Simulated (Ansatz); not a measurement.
Calculation: frozen-core CCSD(T)/cc-pVTZ // B3LYP-D3(BJ)/def2-TZVP (Ansatz, a first-principles code).

Ansatz 0.2 input:
```yaml
crystal:
  periodic: [false, false, false]
  atoms:
    - { symbol: F, position_ang: [-0.012974, 1.21148, -1.258494] }
    - { symbol: Ge, position_ang: [-0.000781, 0.050812, 0.004924] }
    - { symbol: F, position_ang: [-0.022911, 0.947005, 1.467753] }
    - { symbol: Cl, position_ang: [1.783979, -1.076341, -0.09791] }
    - { symbol: Cl, position_ang: [-1.747313, -1.132956, -0.116273] }
basis:
  gaussian: { orbitals: cc-pVTZ }
correlation:
  method: ccsd_t
```

Output:

```
Functional definition: HF
1071 factors; integrals over basis functions are off by at most 8.2e-4 eV
mean field evaluation 1: about -86898.4935 eV, gradient 4.1e1 eV
mean field evaluation 2: about -86898.6575 eV, gradient 4.1e1 eV
mean field evaluation 4: about -86901.6108 eV, gradient 2.0e0 eV
mean field evaluation 8: about -86901.6404 eV, gradient 2.0e-1 eV
mean field evaluation 16: about -86900.2092 eV, gradient 3.0e1 eV
mean field -86901.64062452 eV, -3193.5763889033 hartree, gradient 2.5e-6 eV, S^2 0.000000; 0 other end points of the search recorded, 0 dependent functions left out
21 core orbitals not correlated
reference -86901.64062452 eV, -3193.5763889033 hartree; 21, 21 occupied and 129, 129 virtual orbitals, 1071 factors
second order -28.80893593 eV of doubles, -0.00000000 eV of singles
cycle   1  -28.73491295 eV  change    7.4e-2 eV  update   1.1e-1
cycle   2  -29.34935869 eV  change   -6.1e-1 eV  update   3.3e-2
cycle   3  -29.48863247 eV  change   -1.4e-1 eV  update   1.6e-2
cycle   4  -29.47288241 eV  change    1.6e-2 eV  update   3.5e-3
cycle   5  -29.46907010 eV  change    3.8e-3 eV  update   1.3e-3
cycle   6  -29.46983763 eV  change   -7.7e-4 eV  update   3.8e-4
cycle   7  -29.46964331 eV  change    1.9e-4 eV  update   1.2e-4
cycle   8  -29.46956470 eV  change    7.9e-5 eV  update   3.2e-5
cycle   9  -29.46957891 eV  change   -1.4e-5 eV  update   1.1e-5
perturbative correction -1.11473557 eV, -0.0409657765 hartree
Total energy: -86932.22493900 eV, -3194.7003417297 hartree
```

Cost: very roughly 3 core-minutes.
